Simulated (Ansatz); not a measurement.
Total energies of BH6NOSiZn (`NB([SiH3])[O][ZnH]`).

```xyz
11

N    -0.9038    0.7247    0.5355
B     0.2397    0.0672   -0.2666
Si    0.8075   -1.8594    0.0525
O     0.7646    0.8933   -1.1385
Zn   -0.3483    2.4138   -0.7200
H    -0.7473    0.7462    1.5384
H    -1.8052    0.2751    0.4074
H     1.9276   -2.2967   -0.8207
H    -0.3463   -2.7824   -0.1670
H     1.2211   -2.0479    1.4755
H    -0.8094    3.8661   -0.8965
```

Total charge 0; spin multiplicity 1. For Zn the d shell is correlated and the shells below it are frozen. Scalar relativity is left out up to krypton. Geometry: relaxed with PBE0-D4/def2-TZVP. It is one conformer, not always the lowest. Basis def2-TZVPP, Ansatz 0.2.0.

RPA on PBE orbitals: Hartree–Fock energy of these orbitals -2224.29082 Eh, correlation -1.78569 Eh (frozen core).

```csv
functional,energy without D4 (Eh),D4 term (kJ/mol)
LDA (SPW92),-2222.13002,–
PBE,-2226.86724,-24.0
BLYP,-2227.51300,-52.4
B97M-V,-2227.03279,–
PBE0,-2226.92498,-20.4
B3LYP,-2227.56241,-38.8
r2SCANh,-2227.33008,-6.4
r2SCAN0,-2227.29302,-7.0
HSE06 (plane-wave form),-2226.90836,-19.1
BHLYP,-2227.35580,-30.4
CAM-B3LYP,-2227.53505,-20.9
LC-ωPBE,-2227.06225,–
ωB97X-V,-2227.21881,–
B2PLYP,-2226.96103,–
```

(1) Give the same for revPBE, r2SCAN, ωB97M-V, PBE-QIDH. (Best estimate.)

B3LYP takes the VWN-RPA correlation (the form of Gaussian; ORCA's B3LYP/G). HSE06 is the plane-wave form, built on full-range PBE exchange. The double hybrids freeze the cores in their second-order part.

Answers

(1) Ansatz gave: 
```tsv
functional	energy without D4 (Eh)	D4 term (kJ/mol)
revPBE	-2227.24559	-70.2
r2SCAN	-2227.35623	-5.9
ωB97M-V	-2227.29925	–
PBE-QIDH	-2226.57381	–
```

LC-ωPBE has ω = 0.4 bohr⁻¹.
